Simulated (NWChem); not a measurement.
Species: BF

```xyz
2

B      0.0000     0.0000    -0.8151
F      0.0000     0.0000     0.4596
```
Atoms are numbered in this order, from 1.

Results from NWChem. Pople sets run with spherical d functions. Coordinates come from a PBE-D3(BJ)/def2-SVP optimisation. Vzz is the largest principal value of the second derivative of the potential at the nucleus (NWChem prints the opposite sign); η is the asymmetry. Non-relativistic.

For level Hartree-Fock/6-31G*:

```
Item            Value
-------------  ------
Vzz B1 (a.u.)  -0.453
```

Problem. How do the values read with level Hartree-Fock/def2-SVP instead?

Solution. The vzz B1 (a.u.) is -0.479.
